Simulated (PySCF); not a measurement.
C₂H₆Cd, charge -1, multiplicity 2. Atoms are numbered in the order given.

```xyz
9

Cd    -0.2048     0.0397    -0.2414
C      2.0163     0.1393    -0.6571
H      2.5383    -0.7423    -0.2375
H      2.4588     1.0336    -0.1771
H      2.2543     0.1895    -1.7333
C     -1.0066    -0.3342     1.8410
H     -1.5361    -1.3037     1.8894
H     -1.7358     0.4416     2.1369
H     -0.2067    -0.3532     2.6059
```
Charge -1, spin multiplicity 2.

Geometry: ωB97X-D3(BJ)/def2-SVPD. The multiplicity is an assumed one; other spin states were not compared. The isomer is the one that the SMILES or the coordinates give; other isomers of the formula were not compared. The def2 effective core potentials stand for the cores of Cd; spin–orbit coupling is left out.

The numbers are results of PySCF with ωB97X/def2-TZVPD, not measurements.

Mulliken values depend strongly on the basis, most of all with diffuse functions as here. ESP charges are fitted to the potential on shells at 1.4 to 2.0 van der Waals radii. Atomic charges (e):

```csv
atom,Mulliken,ESP fit,Mulliken spin
Cd1,-0.06,[?],0.70
C2,-0.85,[?],0.24
H3,0.10,[?],-0.01
H4,0.11,[?],-0.03
H5,0.16,[?],-0.04
C6,-0.84,[?],0.26
H7,0.14,[?],-0.07
H8,0.14,[?],-0.07
H9,0.10,[?],0.01
```

### Question
What belongs in the gaps? (Estimate from the structure and the level; the computed values follow.)

### Answer

- Cd1, ESP fit: -0.93
- C2, ESP fit: 1.20
- H3, ESP fit: -0.37
- H4, ESP fit: -0.37
- H5, ESP fit: -0.49
- C6, ESP fit: 1.20
- H7, ESP fit: -0.41
- H8, ESP fit: -0.44
- H9, ESP fit: -0.39
